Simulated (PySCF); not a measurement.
MgCl, SMILES [Mg][Cl], multiplicity 2. Geometry: B3LYP-D3(BJ)/def2-TZVPD. The spin state was assumed, not searched.

Computed equilibrium geometry at B3LYP-D3(BJ)/def2-TZVPD (PySCF confirms it by a frequency run) as bond lengths and angles, and its point group:
point group C∞v.
Atoms: Mg1 Cl2. Bonds (Å): Mg1–Cl2 2.223.
Charge 0, spin multiplicity 2.
